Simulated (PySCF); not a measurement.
Computed properties of CH₁₁NOSi₃, SMILES N[SiH2]OC([SiH3])[SiH3]

CH11NOSi3, SMILES N[SiH2]OC([SiH3])[SiH3]. The structure is a stationary point at PBE0-D3(BJ)/def2-SVP. This is a generated structure with no PubChem entry under its InChIKey; it may be hypothetical. One conformer was computed; it need not be the lowest. All values are computed for the isolated molecule unless a solvent is named; none is compared with measurement here.

**Structure.** The optimised structure has Cs symmetry. All 45 harmonic modes at PBE0-D3(BJ)/def2-SVP (PySCF) are real, so it is a minimum. With heavy atoms numbered as in [NH2:1][SiH2:2][O:3][CH:4]([SiH3:5])[SiH3:6], the shortest bond between them is O3–C4 at 1.429 Å and the longest C4–Si6 at 1.899 Å.

**Vibrations.** The strongest infrared lines (harmonic, unscaled, degenerate partners summed) lie at 919 cm⁻¹ (485 km/mol, H 82 %, Si 15 %), 899 cm⁻¹ (369 km/mol, H 83 %, Si 10 %), 2236 cm⁻¹ (251 km/mol, H 96 %). The softest mode is at 25 cm⁻¹ and the zero-point energy is 72.3 kcal/mol.

**Electronic structure.** HF/def2-TZVP (PySCF) places the frontier levels at -10.54 and 3.01 eV, a gap of 13.55 eV, and gives a dipole moment of 0.67 D. PBE/def2-TZVP (PySCF) at the same geometry gives -5.96 and -0.62 eV, so its gap is 8.21 eV narrower. An orbital gap is neither the optical nor the fundamental gap.

**Excitations.** TDA-CAM-B3LYP/def2-SVPD (PySCF) has S1 at 6.68 eV (186 nm, f = 0.028, weak); the most intense of the 6 singlets computed lies at 7.72 eV (f = 0.21). T1 (TDA) is at 6.32 eV, 0.36 eV under S1. TDA-PBE/def2-SVPD (PySCF) puts S1 at 5.49 eV. No vertical singlet excitation falls in the visible range (under 3.1 eV).

**NMR.** GIAO shifts at HF/pcSseg-1 (PySCF) (non-relativistic, atoms alike by connectivity averaged): ¹³C at 37.6 ppm against TMS; ¹H from 1.5 to 4.3 ppm against TMS; ²⁹Si from -56.8 to -35.3 ppm against TMS.

**Solvation.** SMD-PBE0/6-31G* (PySCF) gives -0.4 kcal/mol in water, -3.3 kcal/mol in cyclohexanone, -4.5 kcal/mol in acetone (1 M in both phases, gas-phase geometry); of these solvents acetone holds the molecule best.
